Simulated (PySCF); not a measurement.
Level of theory: UPBE in PySCF with Te def2-SVP with ECP28, F def2-SVP; scalar-relativistic core potentials, no spin–orbit coupling; density-fitted integrals.

```xyz
4
charge 0 multiplicity 2, angstrom
Te    0.0000    0.0000   -0.2244
F     0.0000    0.0000    1.7113
F     1.9917    0.0000   -0.0863
F    -1.9917    0.0000   -0.0863
```

TeF₃ (doublet), along the line from Te1 (at 0) through F2 (at 1.936 Å). Core electrons replaced by a potential are absent, the electrostatic potential uses the reduced nuclear charge, and values within about 0.7 Å of such atoms have no physical meaning.

Question: Tabulate the fields along this line at 0.87, 0.97, 1.06, 1.16, 1.26, 1.35, 1.45, 1.55, 1.65, 1.74, 1.84, 2.03, 2.13, 2.23, 2.32, 2.42, 2.52, 2.61, 2.71, 2.81, 2.90, 3.00, 3.10 Å.

Answer: 
```
distance (Å)  electron density (e/Å³)  spin density (e/Å³)  electron localisation function  electrostatic potential (V)
        0.87                    0.938              0.00235                           0.152                         34.2
        0.97                    0.776              0.00166                           0.193                         25.9
        1.06                    0.815             0.000623                           0.316                         20.6
        1.16                     1.04            -0.000941                           0.523                         18.1
        1.26                     1.53             -0.00331                             0.7                           19
        1.35                     2.36             -0.00663                           0.772                         24.8
        1.45                     3.68              -0.0108                           0.777                         39.2
        1.55                     5.75               -0.016                           0.705                         70.1
        1.65                     8.63              -0.0223                           0.419                          137
        1.74                     14.7              -0.0276                           0.102                          294
        1.84                      125              -0.0243                           0.907                          834
        2.03                      124              -0.0243                            0.89                          833
        2.13                     15.5              -0.0281                           0.116                          291
        2.23                     9.23              -0.0219                           0.507                          132
        2.32                     5.92              -0.0153                           0.774                         64.6
        2.42                     3.55              -0.0106                           0.831                         32.6
        2.52                     2.08              -0.0073                           0.825                         16.7
        2.61                     1.18              -0.0048                           0.786                         8.41
        2.71                    0.649             -0.00306                           0.714                         4.08
        2.81                    0.361             -0.00195                           0.608                         1.78
        2.90                    0.208             -0.00127                           0.486                        0.536
        3.00                    0.123            -0.000836                           0.375                       -0.129
        3.10                   0.0746            -0.000549                           0.284                       -0.474
```

With an element this heavy the missing spin–orbit coupling can shift these numbers.
